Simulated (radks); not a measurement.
Results of a calculation; reference values are marked as such.
Isoelectronic series with 19 electrons, all held in the configuration [Ar] 4s1, which need not be the ground one along the series. Level of theory: Dirac Kohn-Sham, LDA (Slater exchange, Perdew-Wang correlation), spin-unpolarised, spherical densities, finite nucleus; Fermi nuclear charge, rms radius of each element as measured or else 0.836 A^(1/3) + 0.57 fm (a radial shooting solver on a logarithmic mesh with Libxc functionals). Total energies (hartree) and mean radii <r> (bohr):

ion    E (hartree)   4s1/2   3p3/2
K       -600.56100   4.902   1.441
Sc2+    -761.46355   2.925   1.141
V4+     -942.79837   2.229  0.9515
Mn6+   -1144.61037   1.830  0.8188
Co8+   -1366.99233   1.562  0.7198
Cu10+  -1610.06295   1.366  0.6428
Ga12+  -1873.96073   1.216  0.5809
As14+  -2158.84187   1.096  0.5301
Br16+  -2464.87932  0.9988  0.4876
Rb18+  -2792.26246  0.9172  0.4514
